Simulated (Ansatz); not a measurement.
SnTe₂⁺. Total charge 1; quartet. Geometry PBE0-D4/def2-SVP; atoms count from 1.

Cartesian coordinates in Å:
```
Sn -1.939 -0.326 -0.084
Te 0.792 0.962 1.039
Te 1.147 -0.636 -0.955
```

In the def2 sets Sn, Te take a core potential; there is no spin–orbit coupling. At PBE0-D4/def2-TZVP a doublet of charge 1 lies 2.01 eV below the quartet, each at its own geometry. The structure comes from a short search, and lower isomers may exist.

**Question.** Estimate the Mulliken populations from the PBE0/def2-TZVP orbitals of Ansatz.

**Answer.** 
```tsv
atom	charge (e)	spin (α − β)
Sn1	0.47	1.12
Te2	0.26	0.94
Te3	0.26	0.94
```
Mulliken values depend strongly on the basis.

**Question.** Where does the spin sit?

**Answer.** Summed by element: Sn 1.12, Te 1.88, of 3 unpaired in all. Largest on single atoms: Sn1 1.12, Te2 0.94, Te3 0.94.

**Question.** And the Mayer bond orders between heavy atoms (over 0.3)?

**Answer.** Sn1–Te2 0.47 (3.22 Å); Sn1–Te3 0.47 (3.22 Å); Te2–Te3 1.88 (2.58 Å).
